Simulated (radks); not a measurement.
Problem. Kr, configuration [Kr] (the NIST ground configuration). Calculated with a radial shooting solver on a logarithmic mesh with Libxc functionals: scalar-relativistic Kohn-Sham, PBE, spin-polarised, spherical densities, point nucleus; hard spherical wall at 2.5 bohr. Some entries of the table are withheld. Estimate them.

orbital  occ.  eigenvalue (eV)  <1/r> (bohr^-1)  <r> (bohr)
1s          2        -14126.63            36.76     0.04149
2s          2        -1834.890            8.162      0.1836
2p          6        -1618.595            7.981      0.1602
3s          2        -236.4280            2.692      0.5320
3p          6        -167.7442            2.535      0.5435
3d         10         -54.2911              (1)      0.5652
4s          2              (2)           0.9553       1.361
4p          6          18.1143           0.9063       1.420
4d          0          48.1847           0.8786       1.483
5s          0         101.6007            1.031       1.488
5p          0         119.8094            1.053       1.459

Solution. 
(1) 3d <1/r> (bohr^-1): 2.246
(2) 4s eigenvalue (eV): 0.3179
